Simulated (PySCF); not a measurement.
A geometry optimisation, step by step.

Compound: MoO(OH)3 (doublet state).
Bonds: Mo1–O2, Mo1–O3, Mo1–O5, Mo1–O7. Hydrogens: H4 on O3; H6 on O5; H8 on O7.

Computed by this run: PySCF, PBE0-D3(BJ)/def2-SVP geometry optimisation, gas phase, def2 core potentials past Kr; unrestricted, density fitting, grid level 1; the optimiser is geomeTRIC in internal coordinates, started from a GFN2-xTB structure with every atom displaced at random (about 0.03 Å). 8 of its 24 geometries are shown. The frame can shift and turn from step to step; on so coarse a grid that alone can change the energy by a few meV, and forces under 0.02 eV/Å are noise.

Step 0: E = -10078.0021 eV, largest atomic force 12.979 eV/Å
```
atom  x, y, z in Å  |  force x, y, z in eV/Å
Mo1    -0.113   -0.121    0.245   -6.478   3.687   2.925
O2     -1.262   -0.329    1.436   -1.030  -0.397   2.359
O3      1.275    0.324   -0.631   11.390   2.780  -5.566
H4      2.260    0.545   -1.053   -4.075  -0.729   1.911
O5     -0.688    1.635   -0.127   -1.192   2.009  -0.005
H6     -1.389    2.295    0.121    0.821  -1.580  -0.336
O7      0.182   -1.786   -0.128    1.347  -4.237  -1.525
H8     -0.125   -2.648    0.053   -0.782  -1.533   0.236
```

Step 3: E = -10079.9084 eV, largest atomic force 5.695 eV/Å
```
atom  x, y, z in Å  |  force x, y, z in eV/Å
Mo1    -0.108   -0.013    0.229    2.452  -1.051  -1.986
O2     -0.799   -0.329    1.685   -0.735   0.305   2.096
O3      1.507    0.442   -0.663   -5.376  -1.546   1.071
H4      2.356    0.648   -0.815    4.967   1.145  -0.496
O5     -0.807    1.596   -0.331   -0.489   0.614  -0.364
H6     -1.578    2.024    0.023   -0.722   0.284   0.189
O7      0.016   -1.829   -0.258   -0.060  -0.288  -0.433
H8     -0.448   -2.624    0.045   -0.036   0.538  -0.076
```

Step 7: E = -10080.6616 eV, largest atomic force 0.898 eV/Å
```
atom  x, y, z in Å  |  force x, y, z in eV/Å
Mo1     0.081    0.015    0.173   -0.723  -0.210   0.179
O2     -0.296   -0.138    1.799    0.151   0.046   0.107
O3      1.641    0.401   -0.753    0.835   0.206  -0.260
H4      2.551    0.602   -0.483   -0.354  -0.066  -0.003
O5     -1.011    1.449   -0.389    0.043   0.005   0.055
H6     -1.832    1.673    0.064    0.029  -0.050  -0.057
O7     -0.165   -1.755   -0.440    0.097   0.063   0.014
H8     -0.832   -2.332   -0.054   -0.077   0.006  -0.036
```

Step 10: E = -10080.7069 eV, largest atomic force 0.378 eV/Å
```
atom  x, y, z in Å  |  force x, y, z in eV/Å
Mo1     0.111    0.011    0.184    0.106   0.105  -0.087
O2     -0.104   -0.134    1.839    0.026   0.003  -0.104
O3      1.680    0.420   -0.790   -0.354  -0.127   0.038
H4      2.519    0.628   -0.370    0.191   0.064   0.060
O5     -1.030    1.411   -0.361    0.033  -0.038   0.125
H6     -1.897    1.570    0.029   -0.005  -0.007  -0.050
O7     -0.187   -1.740   -0.447    0.017  -0.009   0.112
H8     -0.954   -2.252   -0.167   -0.015   0.009  -0.094
```

Step 13: E = -10080.7547 eV, largest atomic force 0.330 eV/Å
```
atom  x, y, z in Å  |  force x, y, z in eV/Å
Mo1     0.154   -0.019    0.294    0.240  -0.051  -0.086
O2      0.139   -0.144    1.962   -0.039   0.001  -0.061
O3      1.682    0.400   -0.749    0.026   0.175   0.279
H4      2.511    0.670   -0.321   -0.176  -0.109  -0.163
O5     -1.035    1.371   -0.119    0.052   0.115  -0.027
H6     -1.994    1.445   -0.086   -0.022  -0.139  -0.010
O7     -0.242   -1.724   -0.375    0.003  -0.060   0.084
H8     -1.077   -2.085   -0.691   -0.084   0.067  -0.017
```

Step 16: E = -10080.8443 eV, largest atomic force 0.896 eV/Å
```
atom  x, y, z in Å  |  force x, y, z in eV/Å
Mo1     0.277   -0.015    0.397   -0.490  -0.035   0.248
O2      0.339   -0.060    2.055    0.045  -0.146   0.458
O3      1.757    0.414   -0.620    0.692   0.254  -0.509
H4      2.648    0.642   -0.338    0.123   0.020   0.008
O5     -1.125    1.170   -0.028   -0.059  -0.027  -0.189
H6     -1.980    0.798   -0.281   -0.128   0.049   0.016
O7     -0.512   -1.565   -0.333   -0.219  -0.018  -0.092
H8     -1.266   -1.470   -0.935    0.036  -0.097   0.060
```

Step 20: E = -10080.8779 eV, largest atomic force 0.089 eV/Å
```
atom  x, y, z in Å  |  force x, y, z in eV/Å
Mo1     0.294    0.014    0.373   -0.065  -0.051  -0.011
O2      0.344   -0.066    2.036    0.028  -0.009   0.002
O3      1.806    0.467   -0.645    0.040   0.049   0.004
H4      2.694    0.674   -0.331   -0.007  -0.013  -0.006
O5     -1.157    1.129   -0.097    0.016  -0.064  -0.010
H6     -2.027    0.732   -0.248   -0.012   0.053  -0.014
O7     -0.497   -1.550   -0.332   -0.013   0.077   0.043
H8     -1.319   -1.484   -0.838    0.013  -0.043  -0.007
```

Step 23: E = -10080.8803 eV, largest atomic force 0.024 eV/Å
```
atom  x, y, z in Å  |  force x, y, z in eV/Å
Mo1     0.290    0.008    0.376   -0.005  -0.015  -0.005
O2      0.346   -0.077    2.038    0.003   0.002   0.009
O3      1.800    0.478   -0.640    0.007   0.022  -0.004
H4      2.687    0.682   -0.324    0.011  -0.008   0.003
O5     -1.151    1.131   -0.097   -0.005   0.018  -0.002
H6     -2.031    0.766   -0.264   -0.007  -0.003  -0.006
O7     -0.494   -1.557   -0.327   -0.005  -0.016  -0.002
H8     -1.309   -1.517   -0.846    0.002  -0.001   0.006
```

Problem. Summarise the path.

Solution. The energy falls by 277.70 kJ/mol from step 0 to step 23; nine tenths of that is first reached at step 6. It rises by more than 0.2 meV at step 18. The largest force goes from 12.979 to 0.024 eV/Å. Among the bonds Mo1–O3 changes most, from 1.700 to 1.880 Å; the atoms move by 1.192 Å rms after alignment.

What follows is the cost of the whole optimisation. On an Arm Neoverse V1 with one thread, shared host, this took 3.6 min and 0.43 GiB of memory at its peak.
